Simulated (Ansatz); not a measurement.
Stepwise reaction of `C[Si](C)(F)Cl` with hydrogen, as a gas-phase model of exchange steps in deposition or etching. ΔE in kJ/mol; ΔG adds harmonic PBE0-D4 terms to CCSD(T)/CBS, at 1 bar.

Program: Ansatz. Geometries: PBE0-D4/def2-TZVP. ΔE: electronic, gas phase. CBS: MP2 limit from def2 TZ/QZ plus the TZ coupled-cluster correction, frozen cores. This one scheme is used for every species. DFT in def2-TZVPP. B3LYP here is the variant with VWN-RPA as its local correlation; programs differ in this.

| step | reaction | PBE-D4 | B3LYP-D4 | ωB97M-V | CCSD(T)/CBS | ΔG(400 K) |
| --- | --- | --- | --- | --- | --- | --- |
| 1 | `C[Si](C)(F)Cl` + H₂ → `C[SiH](F)Cl` + CH₄ | -9.9 | -14.6 | -11.1 | -12.3 | -6.8 |

Give the row of step 2, `C[SiH](F)Cl` + H₂ → `F[SiH2]Cl` + CH₄. (Estimate.)

The calculation gave: 
```tsv
step	reaction	PBE-D4	B3LYP-D4	ωB97M-V	CCSD(T)/CBS	ΔG(400 K)
2	`C[SiH](F)Cl` + H₂ → `F[SiH2]Cl` + CH₄	-7.4	-12.9	-9.1	-10.5	-4.8
```

By hand: ΔE of the 2 steps together at CCSD(T)/CBS.

(-12.3) + (-10.5) = -22.8 kJ/mol, or -11.4 kJ/mol a step.

In ΔE the steps differ by no more than 1.8 kJ/mol. All are downhill at CCSD(T)/CBS. ΔG lies between -6.8 and -4.8 kJ/mol a step. PBE-D4 differs from CCSD(T)/CBS by 2.4 to 3.1 kJ/mol a step. Only this route is followed, and other bonds may react first. Isolated molecules leave out the surface, adducts and barriers. Largest T1 diagnostic: 0.010.
